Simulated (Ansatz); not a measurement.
System: sum formula NbO2Cl, net charge 0, singlet state. SMILES: [O]=[Nb](=[O])[Cl]
Geometry: optimised at B3LYP-D3(BJ)/def2-TZVP (Ansatz, an electronic-structure program).

Property: atomisation energy (electronic, to ground-state atoms), in kcal/mol. Valence correlation only, unless marked. Open shells are spin-unrestricted. Spin-orbit coupling is left out. The frozen core is the preceding noble-gas configuration, with the filled d and f shells of earlier blocks. Past Kr the def2 sets carry scalar-relativistic core potentials. The coupled-cluster limit lacks core correlation, which all-electron functionals hold. CBS(X,Y): correlation extrapolated as X^-3; Hartree-Fock from the larger set. The bracket is a focal-point correction in the basis named.

| level | program | atomisation energy (kcal/mol) |
|---|---|---|
| BLYP/def2-TZVPD | Ansatz | 457.6 |

Question: Predict the RI-MP2/CBS(def2-TZVPPD,def2-QZVPPD)+[CCSD(T)-MP2]/def2-TZVPPD result (Ansatz).

Answer: 444.7 kcal/mol
